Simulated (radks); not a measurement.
Effect of the nuclear size on the sulfur ion S+, [Ne] 3s2 3p3. Method: Dirac Kohn-Sham, BLYP, spin-unpolarised, spherical densities, finite nucleus; open shells fill j = l - 1/2 first; Fermi nuclear charge, rms radius 3.2611 fm; computed with a radial shooting solver on a logarithmic mesh with Libxc functionals. The rms radius is varied about that value; shifts are against it.

rms radius (fm),total energy shift (eV),density at nucleus (e/bohr^3),1s1/2 shift (meV),2s1/2 shift (meV)
2.798,-0.00269,2958,-1.13,-0.079
3.0263,-0.00141,2954,-0.592,-0.042
3.2611,0,2950,0.000,0.000
3.4502,0.00121,2947,0.509,0.036
3.9394,0.00467,2941,1.95,0.137

Slopes of the eigenvalues against <r^2> in GHz/fm^2, as finite differences over the two radii next to the reference (eigenvalue slopes, not the field-shift constants of lines): 1s1/2 97.0, 2s1/2 6.80.
